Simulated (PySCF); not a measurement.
4-fluoro-2,3-dihydrofuran (C4H5FO), SMILES C1OCCC=1F.

Geometry: PBE-D3(BJ)/def2-SVP. The geometry has at least one imaginary mode, so it is a saddle point at that level. One conformer was computed; it need not be the lowest.

Two levels are set side by side: TDA-PBE/def2-SVPD (PySCF) and TDA-B3LYP/def2-SVPD (PySCF). Vertical, same geometry. The lowest singlet is HOMO→LUMO+1 100 % with PBE and HOMO→LUMO+1 99 % with the other functional; states are paired by order. Differences are taken from unrounded values.

```
quantity                               TDA-B3LYP
-------------------------------------  ---------
lowest singlet excitation (eV)              5.40
lowest triplet excitation (TDA) (eV)        3.81
first bright state (f over 0.05) (eV)       6.07
its oscillator strength                     0.14
```

Question: What does TDA-PBE give, and how far is it from TDA-B3LYP? (The exact figures need the calculation; the answer reports its results.)

Answer: 
```tsv
quantity	TDA-PBE	TDA-PBE minus TDA-B3LYP
lowest singlet excitation (eV)	4.88	-0.51
lowest triplet excitation (TDA) (eV)	3.76	-0.05
first bright state (f over 0.05) (eV)	5.62	-0.45
its oscillator strength	0.10	-0.04
```

A lower first singlet is the usual sign of a functional without exact exchange. Differences between two approximate levels are no errors against the true value.

Rough cost on one machine, each run with all the roots and properties that it gave: TDA-B3LYP against TDA-PBE about 2 times.
